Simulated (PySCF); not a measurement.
1-chloro-1-methylcyclopropane (C4H7Cl), SMILES ClC1(CC1)C.

Coordinates come from a PBE0-D3(BJ)/def2-SVP optimisation.

The numbers are results of TDDFT-PBE/def2-SVPD (PySCF), not measurements.

Vertical excitations.  State labels are in the subgroup Cs.

Computed UV-visible absorptions:
```json
[
 {"state": "S1", "symmetry": "A\"", "energy (eV)": "6.16", "λ (nm)": "201", "f": "0.002", "main pairs": "HOMO→LUMO 98 %"},
 {"state": "S2", "symmetry": "A\"", "energy (eV)": "6.53", "λ (nm)": "190", "f": "0.032", "main pairs": "HOMO→LUMO+1 99 %"},
 {"state": "S3", "symmetry": "A'", "energy (eV)": "6.67", "λ (nm)": "186", "f": "0.006", "main pairs": "HOMO−1→LUMO 98 %"},
 {"state": "S4", "symmetry": "A'", "energy (eV)": "7.07", "λ (nm)": "175", "f": "0.030", "main pairs": "HOMO−1→LUMO+1 99 %"},
 {"state": "S5", "symmetry": "A'", "energy (eV)": "7.29", "λ (nm)": "170", "f": "0.001", "main pairs": "HOMO→LUMO+2 99 %"},
 {"state": "S6", "symmetry": "A\"", "energy (eV)": "7.38", "λ (nm)": "168", "f": "0.001", "main pairs": "HOMO→LUMO+3 100 %"},
 {"state": "S7", "symmetry": "A\"", "energy (eV)": "7.65", "λ (nm)": "162", "f": "0.011", "main pairs": "HOMO→LUMO+4 99 %"},
 {"state": "S8", "symmetry": "A'", "energy (eV)": "7.65", "λ (nm)": "162", "f": "0.020", "main pairs": "HOMO−2→LUMO 95 %"},
 {"state": "S9", "symmetry": "A\"", "energy (eV)": "7.81", "λ (nm)": "159", "f": "0.011", "main pairs": "HOMO−1→LUMO+2 92 %"},
 {"state": "S10", "symmetry": "A\"", "energy (eV)": "7.85", "λ (nm)": "158", "f": "0.013", "main pairs": "HOMO−3→LUMO 91 %"},
 {"state": "T1", "symmetry": "A\"", "energy (eV)": "5.63", "λ (nm)": "220", "f": "0", "main pairs": "HOMO→LUMO 99 %"},
 {"state": "T2", "symmetry": "A'", "energy (eV)": "6.19", "λ (nm)": "200", "f": "0", "main pairs": "HOMO−1→LUMO 99 %"},
 {"state": "T3", "symmetry": "A\"", "energy (eV)": "6.44", "λ (nm)": "193", "f": "0", "main pairs": "HOMO→LUMO+1 100 %"},
 {"state": "T4", "symmetry": "A'", "energy (eV)": "6.97", "λ (nm)": "178", "f": "0", "main pairs": "HOMO−1→LUMO+1 99 %"}
]
```
Triplets are in the Tamm–Dancoff approximation, which puts them higher than full response would, so one can lie above its singlet here.
